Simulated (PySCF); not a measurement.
HCl₃Ge (SMILES [Cl][GeH]([Cl])[Cl]), singlet, at a GFN2-xTB geometry. Base run: PBE0/6-31G (PySCF).

Input for PySCF:
```python
from pyscf import gto, scf, dft, solvent

mol = gto.M(
    atom='''
Ge   -0.029049   -0.004472    0.416877
Cl   -0.207622    1.974789   -0.294308
Cl    1.838375   -0.785497   -0.181350
Cl   -1.568135   -1.179651   -0.422955
H    -0.134932   -0.020774    1.936363
''',
    basis='6-31g',
    charge=0,
    spin=0,
    verbose=4,
)

mf = dft.RKS(mol)
mf.xc = 'pbe0'
mf.kernel()
mf.analyze()
```

The base run was repeated with changes; each row names its change, and settings that it needs were set with it.

```tsv
change	ΔE vs base (kcal/mol)	dipole (D)	HOMO-LUMO gap (eV)
base	0.000	2.16	7.83
model = SS(V)PE; solvent = water	-3.90	2.78	7.94
model = IEF-PCM; solvent = water; lebedev_order = 41	-3.99	2.80	7.94
model = IEF-PCM; solvent = acetonitrile	-3.87	2.79	7.94
model = IEF-PCM; solvent = n-hexane	[?]	[?]	[?]
model = IEF-PCM; solvent = dimethylsulfoxide	-3.92	2.79	7.94
model = COSMO; solvent = water	-3.98	2.80	7.94
model = C-PCM; solvent = water	-4.01	2.81	7.94
model = ddCOSMO; solvent = water	-4.62	2.77	7.93
model = IEF-PCM; solvent = tetrahydrofuran	-3.20	2.67	7.92
model = IEF-PCM; solvent = water; vdw_scale = 1.4	[?]	[?]	[?]
model = IEF-PCM; solvent = water; vdw_scale = 1.0	[?]	[?]	[?]
```

Problem. Some entries are withheld; supply them.

Solution. 
- model = IEF-PCM; solvent = n-hexane, ΔE vs base (kcal/mol): -1.37
- model = IEF-PCM; solvent = n-hexane, dipole (D): 2.38
- model = IEF-PCM; solvent = n-hexane, HOMO-LUMO gap (eV): 7.87
- model = IEF-PCM; solvent = water; vdw_scale = 1.4, ΔE vs base (kcal/mol): -1.99
- model = IEF-PCM; solvent = water; vdw_scale = 1.4, dipole (D): 2.59
- model = IEF-PCM; solvent = water; vdw_scale = 1.4, HOMO-LUMO gap (eV): 7.89
- model = IEF-PCM; solvent = water; vdw_scale = 1.0, ΔE vs base (kcal/mol): -9.59
- model = IEF-PCM; solvent = water; vdw_scale = 1.0, dipole (D): 3.11
- model = IEF-PCM; solvent = water; vdw_scale = 1.0, HOMO-LUMO gap (eV): 7.98

The base is the gas phase, so ΔE is the electrostatic part of solvation at a fixed geometry, without cavity and dispersion terms.
